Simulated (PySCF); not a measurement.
A geometry optimisation on `F[C@@H]1[CH2][GeH2][C@H]1F`.

Method: PBE0-D3(BJ)/def2-SVP geometry optimisation, gas phase (PySCF 2.14.0). Start geometry: GFN2-xTB. The input is one job of a driver script: a line of settings, then coordinates in Å.

Command:
```bash
OMP_NUM_THREADS=1 python probes_run.py task.json out
```

Input:
```
{"job": {"xc": "PBE0", "basis": "def2-SVP", "d3": "d3bj", "grid": 1, "shake": 0.01, "kind": "geom"}, "charge": 0, "multiplicity": 1}
F     -0.683520     0.004950     1.822900
C     -0.964640     0.102560     0.458590
C     -0.399800    -1.147920    -0.203120
Ge     1.421490    -0.220570    -0.260340
C     -0.024500     1.189360    -0.077900
F     -0.433620     1.605830    -1.325530
H     -2.021930     0.284540     0.340810
H     -0.792470    -1.283360    -1.189130
H     -0.537220    -2.036270     0.419370
H      2.189330    -0.208390    -1.520720
H      2.261550    -0.404170     0.954810
H      0.025020     2.085180     0.571250
```

Output:
```
step   0  E = -2393.48256650  max force = 0.041479
step   1  E = -2393.48447851  max force = 0.014443
step   2  E = -2393.48693466  max force = 0.005688
step   3  E = -2393.48742847  max force = 0.002227
step   4  E = -2393.48750762  max force = 0.001377
step   5  E = -2393.48757462  max force = 0.001080
step   6  E = -2393.48759719  max force = 0.000581
step   7  E = -2393.48760301  max force = 0.000174
optimisation converged
```

Energies in Eh; «max force» is the largest Cartesian gradient component in Eh/bohr.

Task: Give the first gradient maximum in eV/Å.

Result: With 1 Eh/bohr = 51.422 eV/Å, 2.133 eV/Å.

Task: How much energy does the optimisation release, in kJ/mol?

Result: E(step 0) − E(last step) = 0.005037 Eh, which is 13.2 kJ/mol.

In short: final energy -2393.48760 Eh after 7 steps; dipole 0.90 D.

Time: 93 s; peak memory 0.52 GiB. Hardware: Arm Neoverse N1, one thread, no GPU (shared host).
Labels such as C1 count atoms from 1, the log's own numbers from 0.
